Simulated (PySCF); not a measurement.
# Spinor energies of Rb²⁸⁺ (rubidium, charge +28)

Start: [He] 2s2 2p5; 2p1/2 filled at m_j = +1/2; 2p3/2 filled at m_j = -3/2, -1/2, +1/2, +3/2. Calculated with PySCF 2.14 in an even-tempered Gaussian basis (17 s from 9.7 bohr⁻², ratio 2.4; 12 p from 13 bohr⁻², ratio 2.4; 5 d from 50 bohr⁻², ratio 2.6; 4 f from 74 bohr⁻², ratio 2.6): generalised Hartree-Fock with the X2C-1e Hamiltonian and a Gaussian nucleus; one run each with spin-orbit coupling (SO) screened by Boettger's factors, then bare. This is a chosen level, not necessarily the ground level.

```
spinor shell  electrons  ε, screened SO (eV)  ε, bare SO (eV)  weight of nominal j (bare SO)  rms radius, bare SO (bohr)
       1s1/2          2             -16855.6         -16855.8                          1.000                      0.0463
       2s1/2          2              -3518.1          -3518.2                          1.000                       0.186
       2p1/2          1              -3359.7          -3362.5                          1.000                       0.162
       2p3/2          4              -3285.5          -3284.4                          1.000                       0.166
```

| quantity | screened SO | bare SO |
| --- | --- | --- |
| E (hartree) | -2350.03004 | -2349.95682 |
| M_J | 1/2 | 1/2 |
| ⟨J²⟩ | 0.750 | 0.750 |
| ⟨L²⟩ | 2.001 | 2.001 |
| ⟨S²⟩ | 0.751 | 0.751 |

Each row is a mean over spinors that exchange with the open shell spreads, by up to 9.830 eV (2p3/2).

Breit and QED terms are absent; they matter most for the inner s and p1/2 levels.

Densities and radii are taken from the X2C orbitals without a picture-change correction, which distorts them close to the nucleus.
